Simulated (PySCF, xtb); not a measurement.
B(Cl)(GeH3)(OH) (BClGeH₄O), SMILES O[B](Cl)[GeH3].

GFN2-xTB run with xtb 6.7.1 at its own geometry gives an orbital gap of 4.49 eV and a dipole moment of 2.70 D.

Geometry optimised at PBE-D3(BJ)/def2-SVP. One conformer was computed; it need not be the lowest.

### Question
What does CAM-B3LYP/def2-TZVP run with PySCF give? (An estimate is asked for; the answer gives what the named calculation found.)

### Answer
gap 9.82 eV (levels -9.71 and 0.11 eV), dipole 1.47 D.
